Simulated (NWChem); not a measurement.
C$_{2}$H$_{2}$Br$_{2}$; SMILES C(=C/Br)/Br

```xyz
6

Br    -1.7533     0.0000     0.2598
C     -0.6664     0.0000    -1.2545
C      0.6664     0.0000    -1.2545
Br     1.7533     0.0000     0.2598
H     -1.2151     0.0000    -2.1990
H      1.2151     0.0000    -2.1990
```
Atoms are numbered in this order, from 1.

Computed with NWChem. All runs use the structure optimised with PBE0/def2-SVP. Level: PBE0/def2-SVP with SMD (1 M gas to 1 M solution), gas-phase geometry.

For solvent water:

```
Quantity                                     Result
-------------------------------------------  ------
solvation free energy (kcal/mol)               -1.4
cavity-dispersion-structure term (kcal/mol)     1.1
dipole in solution (D)                         2.15
```

Task: How do the values read with solvent n-hexane instead?

Result: 
| Item | Value |
|---|---|
| solvation free energy (kcal/mol) | -4.6 |
| cavity-dispersion-structure term (kcal/mol) | -3.5 |
| dipole in solution (D) | 1.79 |
